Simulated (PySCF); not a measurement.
# Functional dependence of a UV spectrum

Compound: pentafluoroethane, C2HF5.
SMILES: `FC(F)C(F)(F)F`

Linear-response calculations in the def2-SVPD basis (PySCF; singlets by full response, triplets Tamm–Dancoff, core orbitals frozen in the response; HF means time-dependent Hartree–Fock). 'Strongest' is the level of largest summed f among the singlets computed (10 roots, of which the last may lack a degenerate partner); it can jump between rows when another state enters that window. S1 is the lowest singlet of each run and needn't be the same state throughout; f(S1) is that of one state. Geometry: PBE0-D3(BJ)/def2-SVP; no solvent, vibrations or thermal averaging.

```tsv
functional	kind	S1 (eV)	f(S1)	strongest (eV)	T1 (eV)	HOMO (eV)	gap (eV)	ionisation energy, ΔSCF (eV)
LDA	LDA	8.87	0.031	10.05	8.58	-9.00	8.74	12.67
PBE	GGA	8.74	0.027	9.85	8.44	-8.82	8.64	12.44
B3LYP	global hybrid, 20% exact exchange	9.61	0.036	11.90	9.25	-10.48	10.70	13.23
PBE0	global hybrid, 25% exact exchange	9.86	0.040	12.19	9.41	-10.68	11.25	13.22
CAM-B3LYP	range-separated hybrid	10.01	0.038	12.42	9.57	-12.28	13.39	13.54
wB97X-D	range-separated hybrid	10.27	0.042	12.66	9.88	-12.66	14.88	13.37
LC-wPBE	range-separated hybrid	10.39	0.038	12.29	9.81	-13.49	15.70	13.56
HF	Hartree–Fock	12.16	0.096	14.85	11.09	-15.39	17.82	not settled
```

Problem. What does BHandHLYP (global hybrid, 50% exact exchange) give?

Solution. S1 (eV) 10.71, f(S1) 0.051, strongest (eV) 13.15, T1 (eV) 10.17, HOMO (eV) -12.58, gap (eV) 13.55, ionisation energy, ΔSCF (eV) 13.94. S1 runs from 8.74 eV (PBE) to 12.16 eV (HF), a spread of 3.42 eV, while the orbital gap spreads over 9.2 eV. Along PBE (0%), B3LYP (20%), PBE0 (25%), BHandHLYP (50%), HF (100%) S1 rises with the share of exact exchange. −ε(HOMO) comes closest to its own ΔSCF ionisation energy with LC-wPBE (-0.07 eV) and misses most with LDA (-3.66 eV). 'Not settled' means that the ion's SCF failed to converge or may have ended in another state than the lowest.
